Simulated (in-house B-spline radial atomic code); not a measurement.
A fraction x of an electron is removed from 3d in the copper ion Cu⁵⁺, starting from [Ar] 3d6 and keeping the highest spin. All numbers are computed (scalar-relativistic (X2C) Hartree-Fock with fractional occupations, spin-polarised, spherical fractional occupations; Fermi nucleus of rms radius 3.8823 fm) with a B-spline radial code for spherical atoms, not measured.

Caution: exact exchange at fractional occupations of open shells leaves self-interaction of up to several eV.

```tsv
x	E(x) - E(0) (eV)	3d down level (eV)
0	0.0000	-80.913
0.06	4.8869	-81.983
0.15	12.3379	-83.597
0.35	29.4188	-87.221
0.5	42.7078	-89.971
0.57	49.0510	-91.264
0.74	64.8344	-94.429
0.76	66.7267	-94.804
0.92	82.1361	-97.819
1	90.0223	-
```

The exact functional would give a straight line between the two integer points. Deviations E(x) - E(0) - x[E(1) - E(0)], in eV: -0.514 at x = 0.06, -1.165 at x = 0.15, -2.089 at x = 0.35, -2.303 at x = 0.5, -2.262 at x = 0.57, -1.782 at x = 0.74, -1.69 at x = 0.76, -0.684 at x = 0.92.

The curve lies below the straight line by up to 2.303 eV (at x = 0.5): with spherically averaged exact exchange in an open shell, this holds the self-interaction named above.

Task: How well does Slater's transition state (minus the level at half occupation) give the ionisation energy?

Result: It gives 89.971 eV against 90.022 eV from the two total energies; NIST lists 103.00 eV, ground level to ground level. The end point has an open shell averaged over its orbitals, so its exact exchange keeps a self-interaction and this is no true integer point.
